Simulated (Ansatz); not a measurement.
System: sum formula GeBrCl₂, net charge 0, doublet state. It need not be the lowest isomer of its formula. 
Coordinates optimised at B3LYP-D3(BJ)/def2-TZVP (Ansatz, a quantum-chemistry and plane-wave program):
```xyz
4

Cl    -1.8241    -1.3629    -0.2449
Ge    -0.4085     0.1001     0.5250
Cl    -0.9865     2.0524    -0.2439
Br     1.7387    -0.4264    -0.2426
```
Charge 0, spin multiplicity 2.

Basis-set convergence of Hartree-Fock and CCSD correlation energies (hartree) with Ansatz. Valence correlation only, unless marked. UHF or UKS for open shells. Spin-orbit coupling is left out. Frozen are the shells of the preceding noble gas and the d and f shells that filled before the atom's block. No relativistic terms.

```tsv
basis	functions	E(HF)	E(corr, CCSD)
def2-SVPD	133	-5566.04149	-0.52461
def2-TZVPPD	213	-5566.92609	-0.67400
def2-QZVPPD	351	-5567.04069	-0.73094
```

Extrapolating the two largest sets (X = 3 and 4) as X^-3: E(corr) = (64·(-0.73094) - 27·(-0.67400))/37 = -0.7725 Eh, an estimate of the basis-set limit. The largest set recovers 94.6 % of it, the smallest 67.9 %.
